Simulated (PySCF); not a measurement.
Compound: 3-methyl-2-pentanone, C6H12O.
Numbering: `[CH3:1][CH2:2][C@@H:3]([CH3:4])[C:5]([CH3:6])=[O:7]` (hydrogens: H8, H9, H10 on C1; H11, H12 on C2; H13 on C3; H14, H15, H16 on C4; H17, H18, H19 on C6)

Computed with PySCF at wB97X-D/def2-SVPD, non-relativistic, on one gas-phase PBE0-D3(BJ)/def2-SVP geometry that isn't relaxed in the solvent. The solvent is an IEF-PCM continuum (van der Waals radii × 1.2), and excitations are vertical TDDFT with non-equilibrium linear response and a frozen core. The model holds no explicit solvent molecules, cavitation or dispersion.

Gas-phase singlets (H = HOMO, L = LUMO):

```tsv
state	E (eV)	λ (nm)	f	leading configurations
S1	4.444	279	0.000	H→L 97%
S2	7.301	170	0.019	H→L+1 87%
S3	7.853	158	0.003	H-1→L 84%, H-3→L 9%
S4	8.129	153	0.008	H-2→L 54%, H→L+3 8%, H-5→L 8%
S5	8.188	151	0.011	H→L+2 26%, H→L+3 18%, H-3→L 18%
```

**Question.** Give the list for cyclohexane (ε = 2.017), n² = 2.04.

**Answer.** 
| state | E (eV) | λ (nm) | f | leading configurations | change by rank (eV) |
| --- | --- | --- | --- | --- | --- |
| S1 | 4.489 | 276 | 0.000 | H→L 97% | +0.045 |
| S2 | 7.384 | 168 | 0.028 | H→L+1 85% | +0.083 |
| S3 | 7.766 | 160 | 0.004 | H-1→L 85%, H-3→L 8% | -0.087 |
| S4 | 8.082 | 153 | 0.010 | H-2→L 67%, H-6→L 10%, H-5→L 9% | -0.047 |
| S5 | 8.195 | 151 | 0.060 | H-3→L 41%, H→L+3 23% | +0.007 |

**Question.** How does the list change in acetonitrile (ε = 35.69)?

**Answer.** 
```tsv
state	E (eV)	λ (nm)	f	leading configurations	change by rank (eV)
S1	4.574	271	0.000	H→L 97%	+0.130
S2	7.448	166	0.035	H→L+1 84%, H→L+4 10%	+0.147
S3	7.635	162	0.004	H-1→L 87%	-0.218
S4	8.006	155	0.013	H-2→L 71%, H-6→L 9%	-0.123
S5	8.139	152	0.080	H-3→L 62%, H-2→L 12%	-0.049
```

**Question.** The ground-state energy changes by -0.229 eV from gas to acetonitrile. By how much does the total energy of gas-phase S1 change?

**Answer.** E(S1) = E(S0) + excitation energy, so it changes by -0.229 + 0.130 = -0.099 eV: it is lowered less than the ground state, which is what a blue shift means. This is the vertical state, with the slow part of the continuum still set for S0.

**Question.** How do the frontier levels move from gas to acetonitrile?

**Answer.** 
| orbital | gas (eV) | solvent (eV) | change (eV) |
| --- | --- | --- | --- |
| LUMO+2 | 2.83 | 3.03 | +0.20 |
| LUMO+1 | 2.19 | 2.40 | +0.21 |
| LUMO | 1.40 | 1.36 | -0.04 |
| HOMO | -9.08 | -9.22 | -0.14 |
| HOMO-1 | -11.15 | -10.99 | +0.16 |
| HOMO-2 | -11.38 | -11.27 | +0.11 |
| HOMO-3 | -11.49 | -11.38 | +0.11 |

The HOMO–LUMO gap goes from 10.48 to 10.58 eV.

Conformer computed: `[CH3:1][CH2:2][C@@H:3]([CH3:4])[C:5]([CH3:6])=[O:7]`: C1–C2–C3–C4 174°, C2–C3–C5–C6 144°.

wB97X-D is run here without its empirical dispersion term; that term would change no orbital, density or response property at a fixed geometry.
